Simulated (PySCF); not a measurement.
## BAs: one state, many levels of theory

State: ³Π (triplet), unpaired electrons σ ↑, π ↑. Set-up: B cc-pVDZ, As cc-pVDZ-PP with ECP10; scalar-relativistic core potentials (PySCF 2.14). De refers to B + As in their high-spin ground configurations, without counterpoise correction. The functionals are run spin-unrestricted. A positive dipole means B(−)As(+).

| Level | Re (Å) | ωe (cm⁻¹) | De (eV) | μ (D) |
| --- | --- | --- | --- | --- |
| ROHF | 1.831 | 878 | 1.10 | -0.55 |
| ROHF-MP2 | 1.867 | 827 | 2.44 | n/a |
| ROHF-SCS-MP2 | 1.871 | 811 | 2.24 | n/a |
| ROHF-CCSD | 1.872 | 796 | 2.07 | n/a |
| ROHF-CCSD(T) | 1.885 | 773 | 2.29 | n/a |
| PBE | 1.875 | 783 | 3.32 | 0.44 |
| BLYP | 1.887 | 755 | 3.13 | 0.48 |
| r²SCAN | 1.856 | 820 | 3.18 | 0.13 |
| r²SCANh | 1.851 | 829 | 3.06 | 0.08 |
| PBE0 | 1.854 | 821 | 3.00 | 0.21 |
| LC-ωPBE | 1.825 | 876 | 2.67 | 0.06 |
| B2PLYP | 1.868 | 797 | 2.79 | -0.05 |

The bond length runs from 1.825 Å (LC-ωPBE) to 1.887 Å (BLYP). De spans 1.10 eV (ROHF, mean field) to 3.32 eV (PBE, GGA). Correlation at CCSD(T) changes the Hartree–Fock bond energy by +1.19 eV; the triples alone change it by +0.22 eV.

Correlated steps freeze 5 core orbitals. Correlated levels converge slowly with the basis: in double zeta they bind strong bonds too weakly, by up to about 1 eV, and carry superposition errors of some tenths. Spin–orbit coupling is left out. B2PLYP dipoles, levels and charges come from its SCF part alone. The state was picked by a PBE0 search and need not be the measured ground state.
